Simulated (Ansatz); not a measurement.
Z-matrix (Å, degrees):
```
Zr
Cl 1 2.316
Cl 1 2.324 2 112.3
S 1 2.411 2 106.0 3 118.7
Cl 1 2.324 2 112.3 3 -122.5
H 4 1.350 1 90.0 2 -179.6
```

The species carries charge 0 and has multiplicity 1. Zr takes the def2 core potential.

Question: List the r2SCAN/def2-TZVPP orbital energies in eV (Ansatz 0.2.0). (An estimate is asked.)

Answer: The calculation gave: Occupied: -2753.86, -2753.71, -2753.71, -2409.58, -255.26, -255.11, -255.11, -214.04, -193.73, -193.70, -193.69, -193.58, -193.58, -193.55, -193.55, -193.55, -193.54, -158.12, -157.99, -157.96, -58.29, -35.15, -35.07, -35.00, -21.47, -21.25, -21.20, -19.03, -11.09, -10.18, -9.96, -9.93, -9.42, -9.41, -9.21, -8.91, -8.87, -8.62, -8.34, -7.39. Lowest empty: -3.40, -3.09, -2.44, -2.30, -2.21, -0.72, 0.39, 1.04.
